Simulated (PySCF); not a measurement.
C₂H₂F₂, SMILES F/C=C\F. Heavy atoms are numbered as in [F:1]/[CH:2]=[CH:3]\[F:4]. Hydrogens are named by the atom that carries them.

The structure is a stationary point at B3LYP-D3(BJ)/def2-SVP.

Calculation: PBE/pcSseg-2 run with PySCF.

GIAO shieldings, no solvent; atoms alike by connectivity are averaged. δ = σ(ref) − σ: ¹⁹F against CFCl3 (σ = 132.0 ppm); ¹³C against TMS (σ = 181.4 ppm); ¹H against TMS (σ = 31.47 ppm), references at their B3LYP-D3(BJ)/def2-TZVP geometries, non-relativistic.

Computed chemical shifts:
```csv
nucleus,atoms,count,δ (ppm)
¹⁹F,F1,2,-184.2
¹³C,C2 (CH),2,150.8
¹H,H on C2,2,6.74
```
